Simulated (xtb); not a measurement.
WF₂H₄, SMILES [F][WH4][F], multiplicity 1. All values are semi-empirical tight-binding results from xtb (GFN2-xTB unless named), good for trends rather than for accurate numbers. Coordinates come from a GFN2-xTB optimisation. The spin state was assumed, not searched. The structure was generated by enumeration; whether it is a known compound was not checked.

For metal compounds this method's bond lengths and energies can be far off.

The point group as xtb finds it is C2v and the orbital gap comes out as 4.97 eV. The zero-point energy comes out as 18.0 kcal/mol and the G − E(el) at 298.15 K (modified RRHO) is 0.1 kcal/mol.
